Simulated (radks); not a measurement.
Results of a calculation; reference values are marked as such.
Effect of the nuclear size on the tin ion Sn+, [Kr] 4d10 5s2 5p1. Level of theory: Dirac Kohn-Sham, LDA (Slater exchange, Perdew-Wang correlation), spin-unpolarised, spherical densities, finite nucleus; open shells fill j = l - 1/2 first; Fermi nuclear charge, rms radius 4.6519 fm (a radial shooting solver on a logarithmic mesh with Libxc functionals). The rms radius is varied about that value; shifts are against it.

rms radius (fm)	total energy shift (eV)	density at nucleus (e/bohr^3)	1s1/2 shift (meV)	2s1/2 shift (meV)	4s1/2 shift (meV)	4p1/2 shift (meV)	5s1/2 shift (meV)	5p1/2 shift (meV)
3.8425	-1.31	1.96e+05	-550	-62.9	-2.35	0.218	-0.215	0.056
4.4379	-0.367	1.917e+05	-154	-17.6	-0.658	0.061	-0.060	0.016
4.6519	0	1.903e+05	0.000	0.000	0.000	0.000	0.000	0.000
4.9496	0.535	1.885e+05	224	25.7	0.958	-0.089	0.088	-0.023
5.3311	1.26	1.864e+05	529	60.5	2.26	-0.210	0.207	-0.053

Slopes of the eigenvalues against <r^2> in GHz/fm^2, as finite differences over the two radii next to the reference (eigenvalue slopes, not the field-shift constants of lines): 1s1/2 19000, 2s1/2 2180, 4s1/2 81.3, 4p1/2 -7.55, 5s1/2 7.45, 5p1/2 -1.92.
